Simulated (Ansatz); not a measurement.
Breaking the Ga1–H2 bond in GaH4N (SMILES [NH2][GaH2]) (multiplicity 1 held, fragments rigid). Energies count from the point at 1.562 Å.
Geometry at that point (charge 0, multiplicity 1):
```xyz
6

Ga     0.00715    -0.17520    -0.34210
H     -1.29161    -0.07692    -1.20360
H      1.33186    -0.90945    -0.72241
N     -0.02677     0.65596     1.28085
H     -0.82047     1.16143     1.63888
H      0.74597     0.66434     1.92619
```

Restricted levels (R-, RO-) in cc, def2 and unpolarised 6-31G sets keep to the state of the molecule at rest. Unrestricted levels (U-) break spin symmetry where that is lower. Active spaces are followed from a long bond inwards. Curves can end on different states.

Correlated levels freeze the cores. Filled d and f shells under p-block atoms count as core.

Programs: Ansatz (an electronic-structure program) with Gaussian orbitals. Values without a source in brackets are computed.

Give the energy at R = 4.997 Å at the level CASSCF(2,2)/cc-pVTZ.

315 kJ/mol

Estimate the energy at R = 4.997 Å that R-SCS-MP2/cc-pVTZ returns for this input.

468 kJ/mol

What energy at R = 4.997 Å does U-B3LYP/cc-pVTZ give?

354 kJ/mol

Doubts at one or more of the structures used: a spin-contaminated determinant (U-B3LYP/cc-pVTZ); a restricted determinant that unrestricted orbitals would lower (R-SCS-MP2/cc-pVTZ).
